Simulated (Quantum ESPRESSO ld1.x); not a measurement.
The potassium ion K13+, 6 electrons, occupied as [He] 2s2 2p2 (the NIST ground configuration). All-electron calculation, non-relativistic Kohn-Sham, BLYP, spin-unpolarised, spherical densities, point nucleus. Program: ld1.x of Quantum ESPRESSO 7.5.

Normalised radial functions P(r) = r R(r), r in bohr:

```
   r/bohr * 1s, o 2s, + 2p (the largest magnitude, 3.16, reaches the edge; | marks zero, & curves that meet)
 0.004737                             + o   *
 0.005214                             + o    *
 0.005739                             + o    *
 0.006317                             + o     *
 0.006954                             +  o    *
 0.007716                             +  o     *
 0.008494                             +  o      *
 0.009349                             +  o       *
  0.01029                             +   o       *
  0.01133                             +   o        *
  0.01247                             +   o         *
  0.01373                             +    o         *
  0.01523                             +    o          *
  0.01677                             |+   o           *
  0.01845                             |+    o           *
  0.02031                             |+    o            *
  0.02236                             |+    o             *
  0.02461                             |+     o             *
  0.02709                             |+     o              *
  0.03006                             |+     o                *
  0.03309                             | +    o                *
  0.03643                             | +    o                 *
   0.0401                             | +     o                 *
  0.04414                             |  +    o                  *
  0.04859                             |  +   o                   *
  0.05348                             |   +  o                   *
  0.05934                             |   +  o                   *
  0.06532                             |    +o                   *
   0.0719                             |    o+                   *
  0.07915                             |    o+                  *
  0.08712                             |  o   +                *
   0.0959                             | o     +             *
   0.1056                             |o       +          *
   0.1171                            o|         +       *
   0.1289                          o  |          +    *
   0.1419                        o    |           + *
   0.1562                      o      |           *+
    0.172                    o        |         *   +
   0.1893                   o         |       *     +
   0.2084                 o           |     *        +
   0.2312                o            |   *          +
   0.2545               o             |  *           +
   0.2801              o              | *            +
   0.3084              o              |*            +
   0.3394              o              |*           +
   0.3736               o             |*          +
   0.4113                o            *          +
   0.4564                  o          *        +
   0.5024                   o         *       +
    0.553                     o       *     +
   0.6087                       o     *    +
     0.67                        o    *   +
   0.7375                          o  *  +
   0.8119                           o * +
   0.9008                            o*+
   0.9916                            o*+
    1.092                             &
    1.201                             &
```

1s: eigenvalue -4075.6 eV, 0 radial nodes, <r> = 0.0812 bohr, 90 % of the charge inside 0.145 bohr. 2s: eigenvalue -795.33 eV, 1 radial node at r = 0.110 bohr, <r> = 0.356 bohr, 90 % of the charge inside 0.546 bohr. 2p: eigenvalue -744.71 eV, 0 radial nodes, <r> = 0.309 bohr, 90 % of the charge inside 0.500 bohr.
